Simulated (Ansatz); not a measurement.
A run for Ansatz (a program for electronic structure): R-wB97M-V/def2-TZVPP on BaF2 (SMILES [F][Ba][F]), atoms moved off the minimum. Elements past Kr take the def2 small-core potentials; no spin–orbit coupling.

Ansatz 0.2 input:
```yaml
crystal:
  periodic: [false, false, false]
  atoms:
    - {symbol: Ba, position_ang: [0.19705696, 0.13853566, -0.12922007]}
    - {symbol: F, position_ang: [-1.20406833, 1.22307005, -1.18543907]}
    - {symbol: F, position_ang: [-0.45236704, -1.53463265, 1.48560366]}
basis:
  gaussian:
    orbitals: def2-TZVPP
hamiltonian:
  xc: {name: wB97M-V}
scf: {lower_state_search: off}
output: {forces: true}
```

The head of its log:

```
WARN ansatz: RAYON_NUM_THREADS=1 ignored (pool sized by the plan → 1); use --threads N
Functional definition: wB97M-V
these checks for a lower state are left out or cut short: stability, starts, cluster_reference, orbital_swaps, neighbouring_geometries, increment
integrals: 0.05 GiB planned
599 factors; their error is unknown
integrals: 0.09 GiB planned
138 factors; integrals over basis functions are off by at most 6.1e-5 eV
mean field: 0.38 GiB planned
mean field evaluation 1: about -6123.5096 eV, gradient 6.5e1 eV
mean field evaluation 2: about -6115.1305 eV, gradient 1.1e2 eV
```

Task: What total energy does the run end on?

Result: -225.2942 hartree.
